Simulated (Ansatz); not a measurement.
Compare A (`C=C(O)S[SiH3]`) with its isomer B (`CSC1O[SiH2]1`).

Computed with Ansatz on PBE0-D4/def2-TZVP structures; ΔE is electronic, products minus reactants. CCSD(T)/CBS adds triple-zeta CCSD(T) − MP2 to the extrapolated MP2 energy (def2 sets, frozen cores). DFT in def2-TZVPP. One conformer a species, not always the lowest.

Question: Which isomer does CCSD(T)/CBS put lower? Give the gap. (Best estimate.)

Answer: The calculation gave: A, by 36.3 kJ/mol.

Question: Give E(B) − E(A) in kJ/mol with CCSD/def2-TZVPP, HF/def2-TZVPP, CCSD(T)/def2-TZVPP, r2SCAN-D4, CCSD(T)/def2-SVP, MP2/def2-TZVPP, ωB97M-V. (Best estimate.)

Answer: Computed: CCSD/def2-TZVPP 38.6, HF/def2-TZVPP 55.6, CCSD(T)/def2-TZVPP 38.5, r2SCAN-D4 34.8, CCSD(T)/def2-SVP 61.9, MP2/def2-TZVPP 31.4, ωB97M-V 35.3. None reverses the order clearly.

Question: Does the order hold for the free energy at 298.15 K (harmonic terms from PBE0-D4)? (Best estimate.)

Answer: Ansatz gave: Yes: G(B) − G(A) = +45.5 kJ/mol, for one conformer each. Modes under 60 cm⁻¹, often nearly free rotors, make the harmonic entropy too high.

Largest T1 diagnostic: 0.014.

At CCSD(T), def2-SVP lies +25.6 kJ/mol from the extrapolated value and def2-TZVPP +2.2 kJ/mol. Leaving LDA and LC-ωPBE aside and taking each functional with its dispersion term where it has one, the values, not all of them listed here, spread over 14.1 kJ/mol, from ωB97X-V to BHLYP-D4.
